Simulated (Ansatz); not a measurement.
C$_{3}$H$_{5}$FSi (`FC1([SiH3])C=C1`). The species carries charge 0 and has multiplicity 1. The structure was optimised at the PBE0-D4/def2-TZVP level.

```xyz
10

F     1.235    1.290   -0.605
C     0.471    0.181   -0.185
Si   -1.243    0.772    0.305
C     1.237   -0.925    0.409
C     0.828   -1.103   -0.806
H    -1.153    1.747    1.422
H    -1.917    1.416   -0.852
H    -2.028   -0.412    0.741
H     1.784   -1.265    1.272
H     0.785   -1.702   -1.701
```

**Question.** What is the dipole moment at B3LYP/def2-TZVPP? (Best estimate.)

**Answer.** The calculation gave: 2.26 D, with components (-0.14, -2.23, 0.37) D in this frame, pointing from negative to positive charge.

**Question.** And with PBE, r2SCAN, ωB97M-V? (An estimate is asked.)

**Answer.** Computed: PBE 2.16 D, r2SCAN 2.24 D, ωB97M-V 2.28 D.

**Question.** Give the Mulliken charges with B3LYP, ωB97M-V, PBE in def2-TZVPP. (An estimate is asked.)

**Answer.** Computed: 
```
atom  B3LYP  ωB97M-V    PBE
  F1  -0.26    -0.25  -0.21
  C2   0.12     0.04   0.12
 Si3   0.26     0.16   0.18
  C4  -0.15    -0.13  -0.13
  C5  -0.15    -0.13  -0.13
  H6  -0.06    -0.02  -0.05
  H7  -0.06    -0.02  -0.05
  H8  -0.07    -0.03  -0.06
  H9   0.19     0.18   0.17
 H10   0.19     0.18   0.17
```

B3LYP here is the variant with VWN-RPA as its local correlation; programs differ in this.
